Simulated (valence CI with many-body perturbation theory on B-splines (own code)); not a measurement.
**Pb⁵⁰⁺: calculated level list**

Method: valence CI with perturbative core correlation (CI+MBPT): four valence electrons over a frozen Dirac-Fock core [Ar] 3d10, a basis of 11 s, 11 p, 10 d, 8 f, 5 g, 2 h functions for each j, with the one-electron correlation potential Σ1, the two-electron term Σ2, the three-electron term Σ3, Breit, model QED; selected CI, second order for the rest, scaled by the run's own slope (own B-spline code, finite nucleus).

The last digits are not significant, and no measured levels were compared; by estimate large intervals hold to a few tenths of a per cent, small ones and those within an open d or f shell to about a per cent. Among the levels kept, up to 400 cm⁻¹ of a level comes from second order outside the variational space, and about a tenth of that is noise between levels of different J, which matters for small intervals.

Levels 91 to 135 of 180, with energies above the lowest level, (4s^2 4p1/2^2) J=0. "Leading %" is the weight of the configuration and term that name the level; weights of strongly mixed levels are sums over their largest components and can fall short, so below about 35 % the name and the second component can differ from the true leading terms, or belong to a minority configuration. In the jj column 3d3/2^4 stands for four electrons in 3d with j = 3/2. Lifetimes count E1, E2, E3, M1 and M2 decay at the calculated energies, and are blank where another channel may lead or the interval is too uncertain; long ones can be off by a factor of two.

```
No.  Configuration  Term  J  E (eV)  Leading %  Lifetime      g                   Leading jj
 91      4s2 4p 4f    1D  2  774.20         40   2.09 ps  1.141      4s^2 4p3/2 4f7/2 (69 %)
 92        4s2 4d2    1D  2  789.98         39   1.03 ps  1.124          4s^2 4d5/2^2 (68 %)
 93        4s2 4d2    1G  4  790.47         30    823 fs  1.113          4s^2 4d5/2^2 (43 %)
 94         4p3 4d   3F°  4  793.90         46   1.34 ps  1.245   4p1/2^2 4p3/2 4d5/2 (93 %)
 95        4s2 4d2    1S  0  794.86         60   1.23 ps                 4s^2 4d5/2^2 (82 %)
 96      4s 4p2 4d    3D  2  798.30         26    372 fs  1.381      4s 4p3/2^2 4d3/2 (90 %)
 97         4p3 4d   3D°  2  798.85         33   1.02 ps  1.241   4p1/2^2 4p3/2 4d5/2 (91 %)
 98      4s 4p2 4d    5P  1  799.41         35    385 fs  1.716      4s 4p3/2^2 4d3/2 (93 %)
 99      4s 4p 4d2   5G°  2  800.56         60   1.14 ps  0.505      4s 4p1/2 4d3/2^2 (94 %)
100      4s 4p2 4d    3F  3  801.35         24    414 fs  1.315      4s 4p3/2^2 4d3/2 (84 %)
101      4s 4p2 4d    3F  4  809.15         47    363 fs  1.218      4s 4p3/2^2 4d3/2 (83 %)
102         4p3 4d   3D°  3  810.03         17    938 fs  1.111   4p1/2^2 4p3/2 4d5/2 (54 %)
103      4s 4p 4d2   5G°  3  810.66         23    859 fs  1.054      4s 4p1/2 4d3/2^2 (54 %)
104         4p3 4d   3D°  1  814.15         33    910 fs  1.045   4p1/2^2 4p3/2 4d5/2 (90 %)
105      4s 4p2 4d    3D  1  816.80         48    292 fs  0.843      4s 4p3/2^2 4d3/2 (91 %)
106      4s 4p2 4d    3P  0  820.55         80    282 fs             4s 4p3/2^2 4d3/2 (74 %)
107      4s 4p 4d2   5D°  0  820.79         54    450 fs             4s 4p1/2 4d3/2^2 (90 %)
108      4s 4p2 4d    5F  5  822.33         56   2.05 ps  1.307      4s 4p3/2^2 4d5/2 (96 %)
109      4s 4p2 4d    3D  2  824.10         48    321 fs  1.161      4s 4p3/2^2 4d3/2 (88 %)
110      4s 4p2 4d    3F  4  826.20         52   1.04 ps  1.285      4s 4p3/2^2 4d5/2 (87 %)
111      4s 4p 4d2   5D°  1  827.45         23    387 fs  1.105      4s 4p1/2 4d3/2^2 (95 %)
112      4s 4p 4d2   5F°  1  827.66         30    312 fs  0.767      4s 4p1/2 4d3/2^2 (89 %)
113      4s 4p2 4d    3F  3  828.09         35    228 fs  1.004      4s 4p3/2^2 4d3/2 (88 %)
114      4s 4p2 4d    3D  1  828.73         64    237 fs  0.816      4s 4p3/2^2 4d3/2 (92 %)
115      4s 4p2 4d    3F  2  830.64         29    195 fs  1.022      4s 4p3/2^2 4d3/2 (89 %)
116      4s 4p 4d2   3D°  2  830.80         28    261 fs  1.146      4s 4p1/2 4d3/2^2 (85 %)
117      4s 4p 4d2   5G°  3  838.99         26   2.10 ps  1.119  4s 4p1/2 4d3/2 4d5/2 (83 %)
118      4s 4p2 4d    3P  0  839.59         48    642 fs             4s 4p3/2^2 4d5/2 (64 %)
119      4s 4p2 4d    3P  1  840.09         37    705 fs  1.482      4s 4p3/2^2 4d5/2 (95 %)
120      4s 4p 4d2   5G°  4  840.48         32   3.81 ps  1.093  4s 4p1/2 4d3/2 4d5/2 (83 %)
121      4s 4p2 4d    3D  3  841.19         49    951 fs  1.229      4s 4p3/2^2 4d5/2 (93 %)
122      4s 4p 4d2   5D°  2  841.67         26   1.34 ps  1.229  4s 4p1/2 4d3/2 4d5/2 (85 %)
123      4s 4p 4d2   5P°  1  843.77         40   1.49 ps  1.854  4s 4p1/2 4d3/2 4d5/2 (96 %)
124      4s 4p2 4d    3D  3  848.12         73    589 fs  1.275      4s 4p3/2^2 4d5/2 (97 %)
125      4s 4p 4d2   3H°  5  848.35         24   5.77 ps  1.118  4s 4p1/2 4d3/2 4d5/2 (78 %)
126      4s 4p 4d2   3H°  4  851.19         36   2.54 ps  0.961  4s 4p1/2 4d3/2 4d5/2 (82 %)
127      4s 4p2 4d    3F  4  851.80         61    416 fs  1.176      4s 4p3/2^2 4d5/2 (96 %)
128      4s 4p2 4d    1D  2  853.62         36    709 fs  1.195      4s 4p3/2^2 4d5/2 (89 %)
129      4s 4p 4d2   3G°  3  854.06         39   1.73 ps  1.015  4s 4p1/2 4d3/2 4d5/2 (84 %)
130      4s 4p 4d2   5D°  2  855.18         12   1.87 ps  1.011  4s 4p1/2 4d3/2 4d5/2 (67 %)
131      4s 4p 4d2   3D°  1  857.98         30   1.57 ps  0.829  4s 4p1/2 4d3/2 4d5/2 (58 %)
132      4s 4p2 4f   5G°  3  858.54         30   1.17 ps  1.081  4s 4p1/2 4p3/2 4f5/2 (73 %)
133      4s 4p2 4d    1D  2  858.57         37    547 fs  1.164      4s 4p3/2^2 4d5/2 (95 %)
134      4s 4p2 4f   5G°  4  860.34         19    715 fs  1.213  4s 4p1/2 4d3/2 4d5/2 (45 %)
135      4s 4p2 4f   5F°  2  861.33         26   1.36 ps  0.958  4s 4p1/2 4p3/2 4f5/2 (68 %)
```

Where two levels of one J and parity lie close, their mixing, g and order are uncertain.
